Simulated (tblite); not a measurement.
Compound: C6H12N2Si.
Atom-mapped SMILES: `[CH2:1]=[CH:2][C@H:3]1[CH2:4][N:5]([SiH3:6])[N:7]=[C:8]1[CH3:9]` (hydrogens: H10, H11 on C1; H12 on C2; H13 on C3; H14, H15 on C4; H16, H17, H18 on Si6; H19, H20, H21 on C9)

Structure used (GFN2-xTB), in Å, numbered top down from 1:
```xyz
21
C6H12N2Si angstrom
C      3.079   -0.109    0.610
C      1.779   -0.230    0.806
C      0.754   -0.204   -0.282
C     -0.315   -1.301   -0.145
N     -1.562   -0.565    0.078
Si    -3.140   -1.242    0.244
N     -1.353    0.769    0.023
C     -0.127    1.041   -0.170
C      0.417    2.416   -0.266
H      3.496   -0.003   -0.378
H      3.781   -0.112    1.426
H      1.380   -0.330    1.808
H      1.251   -0.228   -1.257
H     -0.399   -1.912   -1.048
H     -0.123   -1.965    0.702
H     -3.981   -0.136    0.669
H     -3.033   -2.321    1.234
H     -3.593   -1.830   -1.026
H      0.895    2.568   -1.234
H     -0.386    3.138   -0.144
H      1.169    2.576    0.506
```

Calculated harmonic vibrations of the isolated species, GFN2-xTB (tblite), most abundant isotopes, no scaling. This tight-binding method is rough: wavenumbers can miss measured ones by several per cent, in bad cases by 10 to 20. Modes of hydrogen on silicon can be 10 to 20 % off. One conformer, not necessarily the lowest.

Harmonic wavenumbers (cm⁻¹): 28.2, 45.7, 58.9, 106.0, 130.8, 162.7, 200.2, 274.7, 323.0, 349.1, 366.9, 491.8, 543.4, 562.7, 583.0, 638.7, 666.1, 735.3, 778.1, 825.4, 846.4, 879.9, 892.7, 933.2, 974.3, 1011.7, 1023.2, 1026.9, 1070.3, 1112.4, 1122.2, 1173.3, 1175.9, 1197.7, 1255.0, 1274.6, 1302.8, 1325.6, 1393.5, 1417.1, 1463.9, 1469.6, 1486.3, 1697.2, 1713.9, 2186.1, 2222.3, 2349.0, 2918.0, 2934.1, 2951.9, 2989.8, 3006.1, 3053.5, 3061.4, 3099.2, 3126.3.

A = 2707, B = 835.2, C = 676.9 MHz; mass 140.077 u (most abundant isotopes); point group C1, symmetry number 1.

Q: What is the zero-point energy?

A: Half the sum of the wavenumbers: 36004 cm⁻¹ = 102.94 kcal/mol.

Q: Entropy at 273.15 K, 1 bar (ideal gas, RRHO, classical rotation)?

A: Translation 40.31, rotation 29.47, vibration 33.71: S = 103.5 cal/(mol K).

Q: And Cp and H(273.15 K) − H(0)?

A: Cp = 39.73 cal/(mol K), of which vibrations give 31.78 (their classical limit is 57 R = 113.3); H(273.15 K) − H(0) = 6.71 kcal/mol without the zero-point energy, 4.54 from vibrations.

Q: What must be added to the electronic energy to get the Gibbs energy at 273.15 K and 1 bar?

A: ZPE + [H(273.15 K) − H(0)] − T·S = 102.94 + 6.71 − 28.27 = 81.38 kcal/mol.

Q: How do the functions run with temperature in this model?

A: 
```csv
T (K),S (cal/(mol K)),Cp (cal/(mol K)),H − H(0) (kcal/mol),G − H(0) (kcal/mol),ln q(vib)
150,84.3,26.1,2.68,-9.96,4.71
250,100.1,37.0,5.82,-19.20,7.89
298.15,107.1,42.6,7.74,-24.19,9.37
400,121.2,54.0,12.67,-35.83,12.43
600,146.7,71.5,25.32,-62.67,18.30
900,179.1,88.2,49.49,-111.69,26.56
```

q(vib) and H(0) count from the zero-point level.

Q: Which modes carry the vibrational entropy at 273.15 K?

A: 28.2 cm⁻¹: 5.78; 45.7 cm⁻¹: 4.82; 58.9 cm⁻¹: 4.32; 106.0 cm⁻¹: 3.17; 130.8 cm⁻¹: 2.77; 162.7 cm⁻¹: 2.35 cal/(mol K); the other 51 give 10.49 together.

Hindered rotation and anharmonicity are outside this model. Other conformers, if any are populated, would add a mixing term that is left out. The structure is chiral; the term R ln 2 for an equal mix with its mirror image is left out.
